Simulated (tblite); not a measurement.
Compound: C₈H₉PS.
Z-matrix (Å and degrees, GFN2-xTB geometry), rows numbered from 1:
```
S 
P   1  1.9282
C   2  1.8450  1  120.23
C   3  1.5007  2  103.37  1   155.30
C   4  1.3837  3  124.64  2   159.26
C   5  1.3861  4  119.60  3   179.93
C   6  1.3843  5  120.32  4     0.15
C   7  1.3861  6  120.30  5     0.08
C   8  1.3836  7  119.62  6    -0.23
C   9  1.5007  4  115.25  3     0.17
H   2  1.4029  1  116.59  3  -122.87
H   3  1.0921  2  112.78  1   -81.74
H   3  1.0975  2  107.61  1    37.14
H   5  1.0803  4  120.06  3    -0.26
H   6  1.0794  5  119.73  4   179.87
H   7  1.0795  6  119.99  5   179.80
H   8  1.0802  7  120.35  6   179.60
H  10  1.0974  2  107.59  1   -37.04
H  10  1.0921  2  112.74  1    81.84
```

Calculated harmonic vibrations of the isolated species, GFN2-xTB (tblite), most abundant isotopes, no scaling. The method is semi-empirical: single wavenumbers can be off by several per cent or more. Modes of hydrogen on phosphorus can be 10 to 20 % off. One conformer, not necessarily the lowest.

Harmonic wavenumbers (cm⁻¹): 53.5, 135.8, 164.2, 207.0, 259.1, 323.2, 355.0, 403.6, 468.8, 531.7, 561.8, 639.5, 683.1, 685.7, 746.1, 768.2, 769.0, 795.5, 809.0, 830.1, 880.6, 889.2, 910.1, 921.6, 929.8, 1045.3, 1050.6, 1087.5, 1105.4, 1150.3, 1156.5, 1180.3, 1192.4, 1255.5, 1264.4, 1326.9, 1407.3, 1409.6, 1448.4, 1466.8, 1587.1, 1601.1, 2192.0, 2899.7, 2902.0, 2962.3, 2965.0, 3080.2, 3081.6, 3090.4, 3100.2.

A = 3232, B = 557.1, C = 487.1 MHz; mass 168.016 u (most abundant isotopes); point group Cs, symmetry number 1.

Q: Zero-point energy?

A: ½Σν̃ = 31365 cm⁻¹ = 89.68 kcal/mol.

Q: Entropy at 298.15 K, 1 bar (ideal gas, RRHO, classical rotation)?

A: Translation 41.29, rotation 30.28, vibration 22.69: S = 94.3 cal/(mol K).

Q: And Cp and H(298.15 K) − H(0)?

A: Cp = 37.84 cal/(mol K), of which vibrations give 29.89 (their classical limit is 51 R = 101.3); H(298.15 K) − H(0) = 6.27 kcal/mol without the zero-point energy, 3.90 from vibrations.

Q: What must be added to the electronic energy to get the Gibbs energy at 298.15 K and 1 bar?

A: ZPE + [H(298.15 K) − H(0)] − T·S = 89.68 + 6.27 − 28.11 = 67.84 kcal/mol.

Q: How do the functions run with temperature in this model?

A: 
```tsv
T (K)	S (cal/(mol K))	Cp (cal/(mol K))	H − H(0) (kcal/mol)	G − H(0) (kcal/mol)	ln q(vib)
50	59.0	10.9	0.45	-2.50	0.27
100	68.0	15.5	1.11	-5.69	0.97
373.15	103.7	46.6	9.45	-29.26	6.54
500	119.2	59.0	16.18	-43.41	9.60
750	146.4	75.0	33.11	-76.70	15.75
1000	169.4	84.8	53.19	-116.26	21.65
```

q(vib) and H(0) count from the zero-point level.

Q: Which modes carry the vibrational entropy at 298.15 K?

A: 53.5 cm⁻¹: 4.68; 135.8 cm⁻¹: 2.86; 164.2 cm⁻¹: 2.50; 207.0 cm⁻¹: 2.07; 259.1 cm⁻¹: 1.67; 323.2 cm⁻¹: 1.29 cal/(mol K); the other 45 give 7.61 together.

Hindered rotation and anharmonicity are outside this model. Other conformers, if any are populated, would add a mixing term that is left out.
